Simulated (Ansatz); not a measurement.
Geometry optimisation, RKS PBE-D4/6-31G* in Ansatz 0.2.0.

input.yaml

```yaml
crystal:
  periodic: [false, false, false]
  atoms:
    - { symbol: B, position_ang: [0.017873, 0.392663, -0.41655] }
    - { symbol: Cl, position_ang: [-0.000877, -0.09886, 2.607601] }
    - { symbol: F, position_ang: [1.166644, -0.181308, -0.745335] }
    - { symbol: H, position_ang: [-1.030523, -0.166771, -0.57695] }
    - { symbol: F, position_ang: [0.057722, 1.643629, 0.043005] }
    - { symbol: H, position_ang: [0.030762, 1.139347, 2.103929] }
basis:
  gaussian: { orbitals: "6-31G*" }
hamiltonian:
  xc: pbe
  dispersion: d4
relax:
  f_tol: 0.03
  max_steps: 50
```

Command:

```bash
$ ansatz run input.yaml --threads 1 --pin off --max-ram 2048MiB --backend cpu --events-out ev --progress --plain --runs-dir out
```

**Question.** Where does it end, and by what steps?

**Answer.** The forces met the threshold. The force dipped under the threshold on the way, but the program's further checks kept it going. After 34 steps the energy has fallen by 0.073 eV; F3 moved furthest, 1.20 Å.

```json
{"step": "0", "energy less start (eV)": "0.0000", "largest force component (eV/Å)": "0.939", "accepted": "yes"}
{"step": "2", "energy less start (eV)": "-0.0245", "largest force component (eV/Å)": "0.636", "accepted": "no"}
{"step": "4", "energy less start (eV)": "-0.0398", "largest force component (eV/Å)": "0.476", "accepted": "yes"}
{"step": "6", "energy less start (eV)": "-0.0500", "largest force component (eV/Å)": "0.156", "accepted": "yes"}
{"step": "8", "energy less start (eV)": "-0.0525", "largest force component (eV/Å)": "0.189", "accepted": "yes"}
{"step": "10", "energy less start (eV)": "-0.0442", "largest force component (eV/Å)": "0.647", "accepted": "no"}
{"step": "12", "energy less start (eV)": "-0.0578", "largest force component (eV/Å)": "0.116", "accepted": "yes"}
{"step": "14", "energy less start (eV)": "-0.0601", "largest force component (eV/Å)": "0.032", "accepted": "yes"}
{"step": "16", "energy less start (eV)": "-0.0603", "largest force component (eV/Å)": "0.028", "accepted": "yes"}
{"step": "18", "energy less start (eV)": "-0.0438", "largest force component (eV/Å)": "0.592", "accepted": "no"}
{"step": "20", "energy less start (eV)": "-0.0638", "largest force component (eV/Å)": "0.136", "accepted": "yes"}
{"step": "22", "energy less start (eV)": "-0.0653", "largest force component (eV/Å)": "0.048", "accepted": "yes"}
{"step": "24", "energy less start (eV)": "-0.0672", "largest force component (eV/Å)": "0.118", "accepted": "yes"}
{"step": "26", "energy less start (eV)": "-0.0688", "largest force component (eV/Å)": "0.114", "accepted": "yes"}
{"step": "28", "energy less start (eV)": "-0.0695", "largest force component (eV/Å)": "0.314", "accepted": "no"}
{"step": "30", "energy less start (eV)": "-0.0688", "largest force component (eV/Å)": "0.400", "accepted": "no"}
{"step": "32", "energy less start (eV)": "-0.0722", "largest force component (eV/Å)": "0.070", "accepted": "yes"}
{"step": "34", "energy less start (eV)": "-0.0728", "largest force component (eV/Å)": "0.025", "accepted": "yes"}
```

```xyz
6
Properties=species:S:1:pos:R:3
B 0.137 0.321 -0.679
Cl -0.444 0.507 3.449
F 0.854 0.327 -1.790
H -0.871 -0.319 -0.578
F 0.578 1.064 0.347
H -0.012 0.830 2.266
```

Whether the end is a true minimum wasn't checked by a vibrational analysis.

Time of the run: 54 s on 1 thread of Arm Neoverse V1, on a shared host, peak memory 0.12 GiB.
